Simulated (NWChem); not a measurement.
System: CH5InS; SMILES C[S][InH2]

NWChem input:

```
start job
memory heap 200 mb stack 900 mb global 1100 mb
geometry units angstroms noautoz
  In     0.088501     0.951408    -0.001769
  H     -1.171295     2.118711    -0.012286
  H      1.800514     1.160047     0.014591
  S     -0.620695    -1.341806    -0.007306
  C      0.951089    -2.273112    -0.001438
  H      1.009137    -2.886673    -0.911433
  H      0.968515    -2.937041     0.874235
  H      1.829788    -1.614376     0.037532
end
basis spherical
  * library def2-svp
end
ecp
  In library def2-ecp
end
dft
  xc xpbe96 cpbe96
  iterations 150
  vectors input atomic output neutral.movecs
end
task dft energy
charge 1
dft
  odft
  mult 2
  vectors input atomic output cation.movecs
end
task dft energy
```

All runs use the structure optimised with PBE0/def2-SVP. Not confirmed as a minimum by frequencies. def2 effective core potentials on In; no spin-orbit coupling.

Ions are spin-unrestricted doublets at the neutral geometry; other ion states weren't tried.

Predict the main results of this run. (PBE/def2-SVP with def2 effective core potentials on In, vertical spin-unrestricted ions.) Quantities: vertical ionisation energy, ΔSCF (eV); −ε(HOMO) (eV).


```yaml
vertical ionisation energy, ΔSCF (eV): 8.79
"−ε(HOMO) (eV)": 5.61
```
